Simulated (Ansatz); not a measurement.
Cartesian coordinates (Å):
```xyz
6

O     -1.3125     1.3192    -0.1875
Si    -0.3472     0.0007    -0.0091
O      1.2366     0.4003    -0.0077
H     -0.7613    -0.6010     1.2889
H     -0.6875    -0.8819    -1.1595
H      1.9019    -0.2824     0.0823
```
Charge 0, spin multiplicity 2.

These are frozen-core CCSD(T)/def2-TZVPP // PBE0-D4/def2-TZVP (Ansatz, a program for electronic structure) values and carry that method's errors.

HF energy: -440.52583 Ha
MP2 correlation energy: -0.54729 Ha

Question: Estimate the CCSD correlation energy, the (T) correction, the total energy and the T1 diagnostic.

Answer: 
| Property | Result |
|---|---|
| CCSD correlation energy | -0.57749 Ha |
| (T) correction | -0.01837 Ha |
| CCSD(T) total energy | -441.12170 Ha |
| T1 diagnostic | 0.018 |
